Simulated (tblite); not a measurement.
C6H13N.
SMILES with atom numbers: `[CH2:1]=[N:2][C@H:3]([CH3:4])[CH2:5][CH2:6][CH3:7]` (hydrogens: H8, H9 on C1; H10 on C3; H11, H12, H13 on C4; H14, H15 on C5; H16, H17 on C6; H18, H19, H20 on C7)

Computed with GFN2-xTB (tblite), gas phase: nudged elastic band of 9 images (0 to 8), spring 0.2 eV/Å², climbing image at the end, force threshold 0.05 eV/Å. The top image wasn't refined or checked by frequencies; at this threshold it can lie a kcal/mol or more above the true saddle point of the method.

Path: rotation about C3–C5 (sp3 carbon bound to nitrogen, chain CH2 carbon), followed by the dihedral N2–C3–C5–C6. Start geometry (image 0):
```
atom  x, y, z in Å
C1     -1.991   -1.329   -1.090
N2     -1.484   -0.197   -0.947
C3     -1.004    0.234    0.336
C4     -1.805    1.474    0.737
C5      0.487    0.570    0.210
C6      1.344   -0.665   -0.057
C7      2.822   -0.311   -0.163
H8     -2.345   -1.618   -2.069
H9     -2.106   -2.065   -0.284
H10    -1.135   -0.551    1.106
H11    -1.429    1.878    1.673
H12    -2.856    1.220    0.861
H13    -1.720    2.229   -0.039
H14     0.611    1.281   -0.609
H15     0.817    1.048    1.134
H16     1.013   -1.135   -0.985
H17     1.201   -1.386    0.752
H18     3.415   -1.202   -0.355
H19     2.987    0.394   -0.975
H20     3.174    0.143    0.761
```

The converged band, energies from image 0, some withheld:

```json
{"image": "0", "dihedral (°)": "-68", "N2–C3 (Å)": "1.436", "C3–C5 (Å)": "1.534", "C5–C6 (Å)": "1.527", "N2–C3–C5 (°)": "108.5", "C3–C5–C6 (°)": "112.5", "E (meV)": "0"}
{"image": "1", "dihedral (°)": "-53", "N2–C3 (Å)": "1.437", "C3–C5 (Å)": "1.534", "C5–C6 (Å)": "1.526", "N2–C3–C5 (°)": "109.0", "C3–C5–C6 (°)": "112.8", "E (meV)": "?"}
{"image": "2", "dihedral (°)": "-37", "N2–C3 (Å)": "1.437", "C3–C5 (Å)": "1.539", "C5–C6 (Å)": "1.526", "N2–C3–C5 (°)": "109.5", "C3–C5–C6 (°)": "113.1", "E (meV)": "?"}
{"image": "3", "dihedral (°)": "-21", "N2–C3 (Å)": "1.438", "C3–C5 (Å)": "1.546", "C5–C6 (Å)": "1.527", "N2–C3–C5 (°)": "109.8", "C3–C5–C6 (°)": "113.4", "E (meV)": "128"}
{"image": "4", "dihedral (°)": "-5", "N2–C3 (Å)": "1.437", "C3–C5 (Å)": "1.550", "C5–C6 (Å)": "1.527", "N2–C3–C5 (°)": "109.8", "C3–C5–C6 (°)": "113.7", "E (meV)": "?"}
{"image": "5", "dihedral (°)": "12", "N2–C3 (Å)": "1.436", "C3–C5 (Å)": "1.548", "C5–C6 (Å)": "1.527", "N2–C3–C5 (°)": "109.6", "C3–C5–C6 (°)": "113.5", "E (meV)": "148"}
{"image": "6", "dihedral (°)": "28", "N2–C3 (Å)": "1.436", "C3–C5 (Å)": "1.543", "C5–C6 (Å)": "1.526", "N2–C3–C5 (°)": "109.3", "C3–C5–C6 (°)": "113.2", "E (meV)": "99"}
{"image": "7", "dihedral (°)": "44", "N2–C3 (Å)": "1.436", "C3–C5 (Å)": "1.538", "C5–C6 (Å)": "1.526", "N2–C3–C5 (°)": "108.9", "C3–C5–C6 (°)": "113.0", "E (meV)": "?"}
{"image": "8", "dihedral (°)": "59", "N2–C3 (Å)": "1.436", "C3–C5 (Å)": "1.537", "C5–C6 (Å)": "1.527", "N2–C3–C5 (°)": "108.5", "C3–C5–C6 (°)": "113.7", "E (meV)": "38"}
```

Q: Estimate the withheld energies, and name the highest image.

A: image 1: 20 meV; image 2: 69 meV; image 4: 163 meV; image 7: 56 meV. The highest is image 4.

Q: Between which neighbours does the energy rise most, and fall most?

A: It rises most from image 2 to 3 (+59 meV) and falls most from image 5 to 6 (-49 meV).

Q: Give the height of the top above the start in other units, and in kT at 298.15 K.

A: 0.1625 eV = 3.75 kcal/mol = 15.7 kJ/mol = 1311 cm⁻¹, or 6.3 kT.

The cost below is that of the whole band run. Hardware: one thread of an Intel Xeon Platinum 8488C, shared host with 96 logical CPUs at a one-minute load of 36. Cost: 2.6 s of wall time, 0.19 GiB resident at most.
